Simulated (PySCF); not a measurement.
C3H2F3, SMILES [CH]=CC(F)(F)F, multiplicity 2. The structure is a stationary point at PBE-D3(BJ)/def2-SVP. The isomer is the one that the SMILES or the coordinates give; other isomers of the formula were not compared.

Computed equilibrium geometry at PBE-D3(BJ)/def2-SVP (PySCF confirms it by a frequency run) as Cartesian coordinates in Å, and its point group:
point group Cs.
```xyz
8

C     -0.1397     2.1561     0.0000
C      0.5865     1.0550     0.0000
C      0.0050    -0.3386     0.0000
F     -1.3406    -0.3404     0.0000
F      0.4249    -1.0272     1.0897
F      0.4249    -1.0272    -1.0897
H      0.0092     3.2425     0.0000
H      1.6969     1.0757     0.0000
```
Charge 0, spin multiplicity 2.
